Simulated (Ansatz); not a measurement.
Calculated with Ansatz (gas phase, PBE0-D4/def2-TZVP geometries, no zero-point term in ΔE). CCSD(T)/CBS adds triple-zeta CCSD(T) − MP2 to the extrapolated MP2 energy (def2 sets, frozen cores). This one scheme is used for every species. DFT in def2-TZVPP. B3LYP here is the variant with VWN-RPA as its local correlation; programs differ in this. HSE06 is defined as in plane-wave codes. For Ge outer-core shells are correlated without core-valence functions, which leaves a few kJ/mol of doubt a bond. Scalar relativity is left out up to krypton. Each species was taken in one conformer, which may not be the lowest.

Reaction (hydrogenolysis of a Ge–F bond): `[F][Ge][O][SiH3]` + H₂ → `[SiH3][O][GeH]` + H–F

`[F][Ge][O][SiH3]`:

```xyz
7

F    -2.383   -0.250   -0.396
Ge   -1.952    0.273    1.233
O    -0.198    0.300    1.015
Si    0.880   -0.013   -0.198
H     2.242    0.228    0.340
H     0.770   -1.426   -0.640
H     0.641    0.888   -1.353
```

H₂:

Cartesian coordinates in Å:
```
H 0.354 0.114 0.026
H -0.354 -0.114 -0.026
```

`[SiH3][O][GeH]`:

Z-matrix (Å, degrees):
```
Si
O 1 1.643
H 1 1.485 2 109.3
H 1 1.490 2 110.8 3 120.2
H 1 1.485 2 109.3 3 -119.6
Ge 2 1.789 1 134.1 3 -120.3
H 6 1.605 2 93.5 1 180.0
```

H–F:

Cartesian coordinates in Å:
```
F 0.400 0.026 0.225
H -0.400 -0.026 -0.225
```

| level | ΔE (kJ/mol) | difference from CCSD(T)/CBS |
| --- | --- | --- |
| LDA (SPW92) | 133.2 | 3.2 |
| revPBE-D4 | 137.0 | 7.0 |
| BLYP-D4 | 146.4 | 16.4 |
| r2SCAN-D4 | 143.7 | 13.7 |
| B97M-V | 135.9 | 5.9 |
| PBE0-D4 | 127.7 | -2.3 |
| B3LYP-D4 | 138.9 | 8.9 |
| r2SCANh-D4 | 139.6 | 9.6 |
| r2SCAN0-D4 | 134.1 | 4.1 |
| HSE06-D4 | 127.2 | -2.8 |
| BHLYP-D4 | 133.2 | 3.2 |
| CAM-B3LYP-D4 | 140.1 | 10.1 |
| ωB97X-V | 138.7 | 8.7 |
| ωB97M-V | 138.1 | 8.1 |
| B2PLYP | 137.6 | 7.6 |
| PBE-QIDH | 127.2 | -2.8 |
| PBE | 135.1 | 5.1 |
| revPBE | 133.5 | 3.5 |
| r2SCAN | 143.4 | 13.4 |
| B3LYP | 136.5 | 6.5 |
| r2SCANh | 139.3 | 9.3 |
| r2SCAN0 | 133.7 | 3.7 |
| HSE06 | 126.1 | -3.9 |
| BHLYP | 131.3 | 1.3 |
| CAM-B3LYP | 138.8 | 8.8 |
| LC-ωPBE | 133.0 | 3.0 |
| RPA@PBE/def2-TZVPP | 124.8 | -5.2 |
| MP2/def2-SVP | 137.9 | 7.9 |
| CCSD(T)/def2-SVP | 129.7 | -0.3 |
| HF/def2-TZVPP | 121.9 | -8.1 |
| MP2/def2-TZVPP | 134.6 | 4.6 |
| SCS-MP2/def2-TZVPP | 133.2 | 3.2 |
| CCSD/def2-TZVPP | 123.4 | -6.6 |
| CCSD(T)/def2-TZVPP | 127.2 | -2.8 |
| HF/def2-QZVPP | 123.1 | -6.9 |
| MP2/def2-QZVPP | 136.7 | 6.7 |
| SCS-MP2/def2-QZVPP | 134.8 | 4.8 |
| HF/CBS(def2) | 123.3 | -6.7 |
| MP2/CBS(def2) | 137.5 | 7.5 |
| CCSD/CBS(def2) | 126.3 | -3.7 |
| CCSD(T)/CBS | 130.0 | 0 |

Largest T1 diagnostic among the species: 0.015.

In def2-TZVPP, CCSD(T) changes the Hartree–Fock value by +5.3 kJ/mol (the triples alone add +3.8 kJ/mol) and MP2 by +12.7 kJ/mol. From PBE to PBE0 (25 % exact exchange), in def2-TZVPP and without D4, ΔE moves by −8.6 kJ/mol.
